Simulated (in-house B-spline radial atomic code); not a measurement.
A fraction x of an electron is removed from 2s in the aluminium ion Al⁵⁺, starting from [He] 2s2 2p4 and keeping the highest spin. Computed with a radial B-spline atomic code at the basis-set limit: non-relativistic BP86, spin-polarised, spherical fractional occupations, point nucleus.

| x | E(x) - E(0) (eV) | 2s down level (eV) |
| --- | --- | --- |
| 0 | 0.0000 | -208.302 |
| 0.06 | 12.5578 | -210.292 |
| 0.18 | 38.0316 | -214.271 |
| 0.28 | 59.6244 | -217.585 |
| 0.47 | 101.5631 | -223.871 |
| 0.5 | ? | ? |
| 0.61 | 133.2283 | -228.486 |
| 0.65 | ? | ? |
| 0.77 | 170.2060 | -233.730 |
| 0.92 | 205.6318 | -238.605 |
| 1 | 224.8234 | - |

What belongs in the row x = 0.5?

An energy change of 108.2941 eV; 2s down at -224.862 eV.

What belongs in the row x = 0.65?

An energy change of 142.3940 eV; 2s down at -229.800 eV.

Check Janak's theorem between x = 0.06 and 0.18.

The slope of the energy is 212.28 eV; the orbital levels give 212.28 eV (-ε of the emptying orbital, averaged over the two points).
